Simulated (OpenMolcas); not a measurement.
V2+ (d3) on a cation site of an ionic host was computed by CASSCF with the d shell active (OpenMolcas, ANO-RCC-VTZP on the metal). Its lowest spin-free states, and all those of the highest spin:

| 2S+1 | Degeneracy | E (cm-1) |
| --- | --- | --- |
| 4 | 1 | 0.0 |
| 4 | 3 | 6498 |
| 4 | 3 | 11116 |
| 2 | 2 | 15986 |
| 2 | 3 | 16753 |
| 2 | 1 | 20309 |
| 2 | 3 | 20859 |
| 4 | 3 | 22294 |
| 2 | 3 | 23139 |
| 2 | 3 | 23803 |
| 2 | 2 | 25526 |
| 2 | 3 | 27827 |

Task: Is the site octahedral, tetrahedral or cube-like, axial, or of lower symmetry?

Result: The states with 2S+1 = 4 have orbital degeneracies 1, 3, 3, 3. Threefold states need a cubic site. For d3 at this spin an octahedron puts the single A2 below the threefold T2 and a tetrahedron or cube puts the threefold T1 below the threefold T2, so the site is octahedral. The first gap at this spin, 6500 cm-1, is |10Dq| in ligand-field theory. The run had V2+ with its 6 nearest chloride ions at 2.574 Å, on the Y site of Cs2NaYCl6 (a = 10.7396 Å, distance in the model lattice 2.619 Å). The rest of the host is ab initio model potentials to 7.6 Å, with orthogonalisation functions on the cations behind the ligands, and point charges beyond; the distance is set by hand and nothing relaxes, and no local charge compensation is placed. Ligand basis ANO-RCC-VDZP.

Without dynamic correlation the repulsion within the d shell is too large (B by tens of per cent), so at a given field states of lower spin stand too high. Ligand-to-metal charge-transfer states are missing. With no ligand orbital active B as a rule stays too high, so bands that hang on it stand too high and its fall with covalency is understated. With metal d orbitals alone and no dynamic correlation the field as a rule comes out too small, by tens of per cent, by up to half for chloride and softer ligands. No measured value stands beside these numbers; the geometry was set by hand and not optimised.
